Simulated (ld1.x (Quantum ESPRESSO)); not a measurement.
# Building the ultrasoft potential for copper (PBE, scalar-relativistic).

Input for ld1.x (Quantum ESPRESSO) 7.5:

```
&input
   title='Cu', zed=29., rel=1, dft='PBE', iswitch=3,
   config='[Ar] 3d10 4s0.5 4p0',
   nld=3, rlderiv=1.75, eminld=-11.0, emaxld=5.0, deld=0.04
 /
 &inputp
   pseudotype=3, tm=.true., lloc=-2, rcloc=1.45,
   nlcc=.false.,
   which_augfun='PSQ', rmatch_augfun=1.20,
   file_pseudopw='Cu.UPF', file_wfcaegen='ae.wfc', file_wfcncgen='nc.wfc', file_beta='beta', file_chi='chi', file_wfcusgen='us.wfc'
 /
6
3S  1  0   2.00   0.00  1.10  1.35  0.0
4S  2  0   0.50   0.00  1.10  1.35  0.0
3P  2  1   6.00   0.00  1.25  1.50  0.0
4P  3  1   0.00   0.00  1.25  1.50  0.0
3D  3  2  10.00   0.00  1.20  1.60  0.0
3D  3  2   0.00   0.15  1.20  1.60  0.0
 &test
   configts(1)='3s2 3p6 3d10 4s0.5 4p0'
 /
```

Command:

```bash
ld1.x < Cu.in > Cu.out
```

The program printed (shortened: banner, matrices, multipoles, cross overlaps and the repeated all-electron block are left out):

```
Program LD1 v.7.5
     --------------------------- All-electron run ----------------------------

     Cu
     scalar relativistic calculation

     atomic number is 29.00
     dft =PBE   lsd =0 sic =0 latt =0  beta=0.20 tr2=1.0E-14
     Exchange-correlation= PBE
                           (   1   4   3   4   0   0   0)
     mesh =1199 r(mesh) = 100.25372 a.u. xmin = -7.00 dx = 0.01250
     1 Ry =  13.60569312 eV, c = 137.03599908

     n l     nl                  e(Ry)          e(Ha)          e(eV)
     1 0     1S 1( 2.00)      -650.8493      -325.4246     -8855.2552
     2 0     2S 1( 2.00)       -78.3821       -39.1911     -1066.4429
     2 1     2P 1( 6.00)       -67.6890       -33.8445      -920.9554
     3 0     3S 1( 2.00)        -8.7305        -4.3653      -118.7845
     3 1     3P 1( 6.00)        -5.6036        -2.8018       -76.2404
     3 2     3D 1(10.00)        -0.6711        -0.3355        -9.1305
     4 0     4S 1( 0.50)        -0.5952        -0.2976        -8.0977
     4 1     4P 1( 0.00)        -0.2513        -0.1257        -3.4194

     final scf error:  2.2E-15 reached in  28 iterations

     Etot =   -3309.469123 Ry,   -1654.734561 Ha,  -45027.621283 eV

     Ekin =    3358.706701 Ry,    1679.353350 Ha,   45697.532660 eV
     Encl =   -7960.415538 Ry,   -3980.207769 Ha, -108306.970940 eV
     Eh   =    1427.162622 Ry,     713.581311 Ha,   19417.536678 eV
     Exc  =    -134.922908 Ry,     -67.461454 Ha,   -1835.719681 eV

     normalization and overlap integrals

     s(1S/1S) =  1.000000  <r> =   0.0521  <r2> =    0.0037  r(max) =   0.0341
     s(2S/2S) =  1.000000  <r> =   0.2352  <r2> =    0.0653  r(max) =   0.1960
     s(2P/2P) =  1.000000  <r> =   0.2064  <r2> =    0.0523  r(max) =   0.1585
     s(3S/3S) =  1.000000  <r> =   0.7123  <r2> =    0.5869  r(max) =   0.6112
     s(3P/3P) =  1.000000  <r> =   0.7500  <r2> =    0.6660  r(max) =   0.6189
     s(3D/3D) =  1.000000  <r> =   1.0309  <r2> =    1.4945  r(max) =   0.6036
     s(4S/4S) =  1.000000  <r> =   2.7469  <r2> =    8.8041  r(max) =   2.1874
     s(4P/4P) =  1.000000  <r> =   3.9806  <r2> =   18.7985  r(max) =   3.1040

     ------------------------ End of All-electron run ------------------------

     --------------------- Generating US pseudopotential ---------------------

      Generating local potential from pseudized AE potential:
      Matching radius rcloc =   1.4500
      Enforcing V''(0)=0 (lloc=-2)

      Local pseudo, rcloc= 1.466 Estimated cut-off energy=    14.99 Ry
      Wfc-us  3S rcutus= 1.360  Estimated cut-off energy=    30.15 Ry
      Wfc-us  4S rcutus= 1.360  Estimated cut-off energy=    62.24 Ry
      Wfc-us  3P rcutus= 1.503  Estimated cut-off energy=    38.30 Ry
      Wfc-us  4P rcutus= 1.503  Estimated cut-off energy=    72.71 Ry
      Wfc-us  3D rcutus= 1.580  Estimated cut-off energy=    46.63 Ry
      Wfc-us  3D rcutus= 1.580  Estimated cut-off energy=    67.04 Ry

     Q pseudized with Bessel functions
     Expected ecutrho=     288.5333 due to l1=  2   l2=  2

     ------------------- End of pseudopotential generation -------------------

     Computing logarithmic derivative in   1.75764
     Computing logarithmic derivative in   1.75764
     Computing the partial wave expansion
     R is outside the sphere for l=    0 j= 0.00
     R is outside the sphere for l=    0 j= 0.00
     R is outside the sphere for l=    1 j= 0.00
     R is outside the sphere for l=    1 j= 0.00
     R is outside the sphere for l=    2 j= 0.00
     R is outside the sphere for l=    2 j= 0.00

     ---------------------- Testing the pseudopotential ----------------------

     Cu
     scalar relativistic calculation

     atomic number is 29.00   valence charge is 19.00
     dft =PBE   lsd =0 sic =0 latt =0  beta=0.20 tr2=1.0E-14
     mesh =1199 r(mesh) = 100.25372 xmin = -7.00 dx = 0.01250

     n l     nl             e AE (Ry)        e PS (Ry)    De AE-PS (Ry)
     1 0     3S   1( 2.00)       -8.73050       -8.73049       -0.00001
     2 1     3P   1( 6.00)       -5.60357       -5.60356       -0.00001
     3 2     3D   1(10.00)       -0.67108       -0.67108       -0.00001
     2 0     4S   1( 0.50)       -0.59517       -0.59516       -0.00000
     3 1     4P   1( 0.00)       -0.25132       -0.25132       -0.00000

     eps = 2.3E-15  iter =  6

     Etot =   -3309.469123 Ry,   -1654.734561 Ha,  -45027.621283 eV
     Etotps =  -396.688735 Ry,    -198.344368 Ha,   -5397.225197 eV

     Ekin =      57.136968 Ry,      28.568484 Ha,     777.388058 eV
     Encl =    -749.983417 Ry,    -374.991708 Ha,  -10204.044214 eV
     Ehrt =     350.078068 Ry,     175.039034 Ha,    4763.054756 eV
     Ecxc =     -37.524821 Ry,     -18.762410 Ha,    -510.551198 eV
     Epseu=     -16.395534 Ry,      -8.197767 Ha,    -223.072599 eV

     ---------------------- End of pseudopotential test ----------------------
```

Generation and configuration tests took about 0.98 s on one core of a shared server CPU.

Transferability test of the new file with ld1.x, input:

```
&input
   title='Cu', zed=29., rel=1, dft='PBE', iswitch=2,
   config='[Ar] 3d10 4s0.5 4p0'
 /
 &test
   file_pseudo='Cu.UPF', nconf=8,
   configts(1)='3s2 3p6 3d10 4s0.5 4p0',
   configts(2)='3s2 3p6 3d10 4s1 4p0',
   configts(3)='3s2 3p6 3d10 4s0 4p0',
   configts(4)='3s2 3p6 3d9 4s0 4p0',
   configts(5)='3s2 3p6 3d8 4s0 4p0',
   configts(6)='3s2 3p6 3d9 4s1 4p1',
   configts(7)='3s2 3p6 3d9 4s2 4p0',
   configts(8)='3s2 3p6 3d7 4s0 4p0'
 /
```

```bash
ld1.x < Cu.test.in > Cu.test.out
```

Pseudopotential blocks of its output, shortened (energy terms left out):

```
     ---------------------- Testing the pseudopotential ----------------------

     n l     nl             e AE (Ry)        e PS (Ry)    De AE-PS (Ry)
     1 0     3S   1( 2.00)       -8.73050       -8.73049       -0.00001
     2 1     3P   1( 6.00)       -5.60357       -5.60356       -0.00001
     3 2     3D   1(10.00)       -0.67108       -0.67108       -0.00001
     2 0     4S   1( 0.50)       -0.59517       -0.59516       -0.00000
     3 1     4P   1( 0.00)       -0.25132       -0.25132       -0.00000

     eps = 2.3E-15  iter =  6

     Etot =   -3309.469123 Ry,   -1654.734561 Ha,  -45027.621283 eV
     Etotps =  -396.688735 Ry,    -198.344368 Ha,   -5397.225197 eV

     ---------------------- End of pseudopotential test ----------------------
```

The test run then stopped with an error in chargeps: “negative rho”.
